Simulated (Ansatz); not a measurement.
GeH4NS (`[NH2][GeH2][S]`) radical. The species carries charge 0 and has multiplicity 2. Correlated methods include outer-core shells of Ge, which these sets cover unevenly. Scalar relativity is left out up to krypton.

Cartesian coordinates in Å:
```
N 0.056 0.251 1.163
Ge -0.023 0.014 -0.651
S 1.832 -0.973 -1.322
H -0.665 0.849 1.544
H 0.108 -0.602 1.701
H -0.192 1.412 -1.266
H -1.117 -0.951 -1.169
```

Give the diagnostics of a CCSD(T)/def2-TZVPP run (frozen core, Ansatz 0.2.0). (An estimate is asked.)

Computed: T1 = 0.0144, largest single amplitude 0.060, largest double 0.023, (T) share of the correlation energy 3.7 %, 19 CCSD cycles. ⟨S²⟩ of the UHF reference is 0.763 against 0.75 for a pure state. T1 lies under the customary mark of 0.045 for open shells.
